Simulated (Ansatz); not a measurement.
Relaxation of AlB12⁻ with RKS PBE-D4/def2-SVP.

```sh
$ ansatz run in.yaml --threads 4 --pin off --events-out ev --progress --plain --max-ram 6963MiB
```

```yaml
crystal:
  periodic: [false, false, false]
  atoms:
    - {symbol: Al, position_ang: [-2.719800, -0.394550, -0.053550]}
    - {symbol: B, position_ang: [0.830690, 0.375130, 0.010620]}
    - {symbol: B, position_ang: [-2.518900, 1.572130, -0.121050]}
    - {symbol: B, position_ang: [2.561320, 0.338710, 0.055410]}
    - {symbol: B, position_ang: [1.364320, -2.246560, 0.104090]}
    - {symbol: B, position_ang: [1.844400, 1.688090, -0.000230]}
    - {symbol: B, position_ang: [-0.793590, 0.740090, -0.051880]}
    - {symbol: B, position_ang: [-0.387290, -0.829490, 0.014730]}
    - {symbol: B, position_ang: [2.439090, -1.182040, 0.095230]}
    - {symbol: B, position_ang: [-0.145900, -2.497140, 0.075620]}
    - {symbol: B, position_ang: [-1.625250, -2.064010, 0.030230]}
    - {symbol: B, position_ang: [-1.212100, 2.340080, -0.103350]}
    - {symbol: B, position_ang: [0.363000, 2.159560, -0.055880]}
basis:
  gaussian: {orbitals: def2-SVP}
total_charge: -1
hamiltonian: {xc: pbe, dispersion: d4}
scf: {lower_state_search: "off"}
output: {orbitals: {seedname: orbitals}}
relax: {f_tol: 0.03, max_steps: 70}
```

It took 36 s on 4 threads of Arm Neoverse V1 on a shared host.

Positions (Å) and forces (eV/Å) at steps 1, 2, 3, 4, 5, 6, 7, 8, 9, 10, 11, 12 of 12:

```xyz
13
step=1 energy=-14683.4214 eV
Al   -2.720   -0.395   -0.054    0.056   -0.245    0.003
B     0.831    0.375    0.011    1.356   -0.169    0.031
B    -2.519    1.572   -0.121    0.650   -0.334    0.025
B     2.561    0.339    0.055    1.015    0.404    0.018
B     1.364   -2.247    0.104    0.053   -0.229    0.001
B     1.844    1.688    0.000    0.744    0.765   -0.003
B    -0.794    0.740   -0.052   -1.689    1.349   -0.074
B    -0.387   -0.829    0.015   -0.450   -1.617    0.045
B     2.439   -1.182    0.095    0.562    0.238    0.005
B    -0.146   -2.497    0.076   -1.256   -1.244    0.017
B    -1.625   -2.064    0.030    0.170    0.231   -0.006
B    -1.212    2.340   -0.103   -0.812    1.444   -0.069
B     0.363    2.160   -0.056   -0.399   -0.594    0.007
13
step=2 energy=-14683.7592 eV
Al   -2.718   -0.407   -0.054    0.000   -0.129    0.000
B     0.857    0.374    0.010    0.801   -0.141    0.022
B    -2.503    1.564   -0.121    0.533   -0.407    0.027
B     2.609    0.367    0.057    0.550    0.085    0.010
B     1.346   -2.243    0.102    0.004    0.281   -0.011
B     1.867    1.714   -0.001    0.189    0.530   -0.009
B    -0.808    0.756   -0.050   -1.099    1.029   -0.051
B    -0.399   -0.859    0.016   -0.196   -1.011    0.028
B     2.445   -1.166    0.095   -0.059    0.043   -0.002
B    -0.180   -2.552    0.077   -0.417   -0.722    0.014
B    -1.645   -2.084    0.031    0.086    0.255   -0.007
B    -1.227    2.383   -0.106   -0.353    0.806   -0.037
B     0.357    2.153   -0.056   -0.039   -0.617    0.015
13
step=3 energy=-14684.0107 eV
Al   -2.715   -0.440   -0.055   -0.111    0.045   -0.005
B     0.904    0.363    0.010    0.193    0.068    0.011
B    -2.441    1.526   -0.118    0.151   -0.131    0.012
B     2.682    0.414    0.057   -0.082   -0.171   -0.002
B     1.286   -2.178    0.096   -0.242    0.224   -0.006
B     1.900    1.757   -0.002   -0.305    0.049   -0.009
B    -0.834    0.786   -0.047   -0.151    0.291   -0.019
B    -0.419   -0.916    0.019    0.054   -0.327    0.013
B     2.407   -1.115    0.093   -0.092    0.117   -0.006
B    -0.230   -2.643    0.079    0.258    0.068   -0.004
B    -1.672   -2.119    0.031   -0.003    0.161   -0.004
B    -1.229    2.451   -0.109    0.013   -0.211    0.007
B     0.361    2.113   -0.054    0.316   -0.181    0.011
13
step=4 energy=-14684.0482 eV
Al   -2.729   -0.454   -0.072   -0.151   -0.153    0.049
B     0.967    0.348    0.027    0.015   -0.245   -0.051
B    -2.403    1.473   -0.088   -0.028    0.253   -0.066
B     2.718    0.457    0.059    0.182   -0.251    0.030
B     1.166   -2.018    0.085    0.532    0.230    0.017
B     1.921    1.787   -0.006   -0.197    0.141   -0.014
B    -0.809    0.751   -0.048   -0.011   -0.057    0.051
B    -0.405   -0.974    0.024   -0.228    0.349   -0.014
B     2.373   -1.051    0.096   -0.283   -0.082   -0.013
B    -0.276   -2.651    0.066   -0.133   -0.248    0.030
B    -1.722   -2.137    0.041    0.158   -0.147   -0.043
B    -1.194    2.397   -0.119   -0.025    0.022    0.020
B     0.393    2.071   -0.065    0.171    0.187    0.005
13
step=5 energy=-14684.0639 eV
Al   -2.736   -0.457   -0.067   -0.051   -0.041    0.024
B     0.962    0.340    0.016    0.045   -0.153    0.002
B    -2.411    1.484   -0.106    0.023    0.092   -0.011
B     2.721    0.441    0.056    0.007    0.272   -0.012
B     1.190   -2.022    0.092   -0.320   -0.192    0.005
B     1.917    1.781   -0.008    0.098   -0.164    0.008
B    -0.818    0.759   -0.040    0.023   -0.024   -0.012
B    -0.416   -0.961    0.024   -0.112    0.042   -0.007
B     2.372   -1.058    0.093    0.155    0.109    0.003
B    -0.266   -2.654    0.077    0.097    0.040    0.000
B    -1.711   -2.140    0.029    0.079   -0.021   -0.010
B    -1.199    2.409   -0.107    0.059   -0.078   -0.001
B     0.395    2.080   -0.059   -0.103    0.118    0.011
13
step=6 energy=-14684.0456 eV rejected
Al   -2.766   -0.480   -0.099   -0.001    0.009   -0.014
B     1.011    0.262    0.049   -0.108   -0.117   -0.103
B    -2.390    1.454   -0.155   -0.016    0.307    0.032
B     2.753    0.467   -0.030    0.057    0.059    0.177
B     1.158   -1.926    0.122   -0.102    0.162   -0.039
B     1.920    1.781    0.020   -0.010   -0.055   -0.060
B    -0.819    0.734   -0.011    0.206    0.210   -0.082
B    -0.500   -0.957    0.053    0.396    0.047   -0.012
B     2.402   -1.036    0.043   -0.101    0.079   -0.002
B    -0.277   -2.616    0.114   -0.149   -0.256   -0.008
B    -1.737   -2.161    0.005    0.047   -0.244    0.086
B    -1.169    2.375   -0.108   -0.275   -0.007    0.068
B     0.414    2.103   -0.002    0.056   -0.196   -0.043
13
step=7 energy=-14684.0755 eV
Al   -2.747   -0.467   -0.072    0.019   -0.012    0.015
B     0.984    0.299    0.014    0.019   -0.074    0.028
B    -2.402    1.478   -0.118   -0.063    0.018   -0.002
B     2.739    0.460    0.043    0.067   -0.056    0.012
B     1.167   -1.976    0.098    0.038    0.083   -0.007
B     1.918    1.778   -0.006   -0.061    0.064   -0.002
B    -0.815    0.749   -0.038    0.040    0.043   -0.019
B    -0.450   -0.961    0.026    0.046   -0.037   -0.015
B     2.381   -1.040    0.085   -0.026   -0.021    0.001
B    -0.272   -2.646    0.086    0.008   -0.012   -0.003
B    -1.721   -2.155    0.026   -0.085   -0.001    0.003
B    -1.185    2.395   -0.101    0.009   -0.004    0.011
B     0.404    2.085   -0.043   -0.010    0.010   -0.021
13
step=8 energy=-14684.0802 eV
Al   -2.762   -0.479   -0.074    0.070   -0.002    0.011
B     1.026    0.244    0.028   -0.156   -0.130   -0.026
B    -2.396    1.462   -0.122   -0.012    0.062    0.000
B     2.773    0.479    0.034   -0.038    0.075    0.031
B     1.129   -1.883    0.097   -0.035    0.001   -0.015
B     1.921    1.782   -0.006    0.095   -0.032    0.006
B    -0.807    0.735   -0.036    0.007    0.019   -0.019
B    -0.483   -0.971    0.027   -0.018    0.144   -0.010
B     2.391   -1.017    0.080    0.051   -0.037    0.006
B    -0.287   -2.634    0.085   -0.013   -0.038    0.009
B    -1.749   -2.175    0.026    0.088   -0.103    0.011
B    -1.170    2.373   -0.102   -0.039    0.037    0.026
B     0.415    2.084   -0.036   -0.001    0.005   -0.029
13
step=9 energy=-14684.0844 eV
Al   -2.758   -0.481   -0.068    0.071    0.012    0.004
B     1.022    0.224    0.025   -0.032   -0.038   -0.016
B    -2.399    1.466   -0.122    0.004    0.007    0.005
B     2.775    0.481    0.041   -0.045   -0.015    0.016
B     1.125   -1.872    0.095    0.030    0.063   -0.016
B     1.920    1.776   -0.007   -0.027    0.032    0.007
B    -0.807    0.738   -0.041   -0.009    0.016   -0.013
B    -0.490   -0.966    0.022    0.018    0.018   -0.001
B     2.395   -1.017    0.083    0.057   -0.032    0.009
B    -0.283   -2.631    0.084   -0.051   -0.057    0.008
B    -1.745   -2.181    0.027   -0.020   -0.019    0.004
B    -1.171    2.376   -0.099   -0.025    0.014    0.014
B     0.415    2.086   -0.039    0.029   -0.002   -0.022
13
step=10 energy=-14684.0863 eV
Al   -2.752   -0.482   -0.063    0.039    0.017    0.002
B     1.025    0.200    0.022    0.030   -0.006    0.002
B    -2.396    1.468   -0.119   -0.042   -0.051    0.001
B     2.777    0.487    0.048   -0.041   -0.026    0.003
B     1.118   -1.851    0.091   -0.005    0.057   -0.013
B     1.915    1.775   -0.006    0.060    0.012    0.007
B    -0.805    0.740   -0.048   -0.019   -0.016    0.002
B    -0.499   -0.967    0.017    0.034   -0.025    0.000
B     2.404   -1.014    0.085   -0.035   -0.063    0.005
B    -0.286   -2.632    0.084    0.064    0.001    0.006
B    -1.750   -2.190    0.030   -0.051    0.033   -0.003
B    -1.168    2.377   -0.097    0.019    0.025    0.005
B     0.417    2.089   -0.043   -0.053    0.042   -0.017
13
step=11 energy=-14684.0868 eV
Al   -2.746   -0.483   -0.060    0.001   -0.005    0.003
B     1.030    0.182    0.020    0.008    0.021    0.008
B    -2.397    1.467   -0.117    0.013   -0.004   -0.002
B     2.777    0.488    0.055   -0.018   -0.031   -0.005
B     1.109   -1.830    0.087   -0.015   -0.027   -0.003
B     1.917    1.774   -0.005   -0.078    0.032    0.000
B    -0.804    0.740   -0.051   -0.003   -0.016    0.011
B    -0.503   -0.968    0.014    0.002    0.004   -0.002
B     2.406   -1.016    0.086    0.056    0.037    0.002
B    -0.285   -2.630    0.083   -0.069   -0.015   -0.002
B    -1.752   -2.196    0.033    0.027    0.017   -0.003
B    -1.168    2.379   -0.098   -0.016   -0.035   -0.004
B     0.416    2.095   -0.048    0.091    0.020   -0.003
13
step=12 energy=-14684.0874 eV
Al   -2.749   -0.485   -0.056    0.017    0.007   -0.001
B     1.029    0.180    0.022    0.018    0.002   -0.005
B    -2.393    1.463   -0.115    0.000    0.000    0.001
B     2.773    0.489    0.055   -0.001    0.002   -0.002
B     1.109   -1.834    0.085    0.001    0.004   -0.002
B     1.915    1.777   -0.003   -0.016    0.010    0.001
B    -0.800    0.740   -0.046    0.003   -0.007    0.000
B    -0.501   -0.969    0.017   -0.002   -0.006    0.003
B     2.405   -1.015    0.087   -0.011   -0.015    0.005
B    -0.287   -2.633    0.079   -0.002    0.000   -0.001
B    -1.752   -2.194    0.030   -0.002    0.003    0.001
B    -1.166    2.377   -0.104   -0.012    0.006    0.000
B     0.419    2.106   -0.051    0.004   -0.007    0.000
```

The restricted singlet is unstable towards broken spin symmetry in Hartree–Fock (as tested in another run); at PBE-D4/def2-SVP this wasn't settled. At PBE-D4/def2-SVP a triplet of charge -1 lies 0.05 eV below the restricted singlet, each at its own geometry. The structure comes from a short search, and lower isomers may exist.
